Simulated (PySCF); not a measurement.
Molecule: CH₄SSe, SMILES SC[SeH]. Atoms near the plane z = 0.6 Å, at the PBE/def2-SVP optimised geometry (x, y, z in Å): S1 (1.3, -0.8, 0.0), C2 (-0.5, -0.8, 0.0), Se3 (-1.4, 0.9, 0.0), H6 (-0.8, -1.4, 0.9), H7 (-0.8, 1.4, 1.2).

Computed with PBE/def2-TZVP run with PySCF 2.14.0. The values are rescaled to run from 0 to 1.

```
|                             |
|      ........               |
|   ...::::::::..             |
|  .:::---==---::.            |
|..:--====+++==-::.           |
|.:--=+++****++=-::.          |
|:--=++**####**+=-:..         |
|:-=+**##%%%%#*+=--:...       |
|-=+**#%%%%%%%#*+=-::::..     |
|-=+*#%%@@@@%%#*+=-----::..   |
|-=+*#%%@@@@%%#*+======--:..  |
|-=+*#%%@@@@%##*+++++++==-:.. |
|-=+*#%%%@@%%#**+++****+==-:. |
|-=+**#%%%%%##*****###**+==-:.|
|--=+**###%%###**###%%##*+=-:.|
|:-==+**###%%%####%%%%%#**=-:.|
|::-==++*##%%%%%#%%@@@%%#*+=:.|
|.::-==+*##%@@%%%%%@@@@%#*+=-.|
| .::-==*#%@@@@%%%%%@@%%#*+=-.|
|  ..:-=+#%@@@%%##%%%%%%#*+=:.|
|   .:-=+*%@@@%####%%%%#*+=-:.|
|    .:=+*#%%%#****####**+=-:.|
|    .:-=+**#**+++*****++=-:. |
|     .:-=+++++===++++++=--:. |
|      .:-=====---======--:.  |
|      ..::----:::------::.   |
|        ...:.....::::::..    |
|                .......      |
|                             |
```
Scale: ten equal steps from 0.000 (start of ' ') to 1.00 (end of '@'), in the order ' .:-=+*#%@'; x runs from -3.50 to 3.50, y from -3.50 (bottom) to 3.50 (top).

Question: Which quantity is mapped?
A. deformation density (molecule minus spherical neutral atoms)
B. an orbital amplitude
C. electron localisation function
D. log10 of the electron density

Answer: D, log10 of the electron density. In full: log10 of the electron density (e/bohr³), floored at −4.
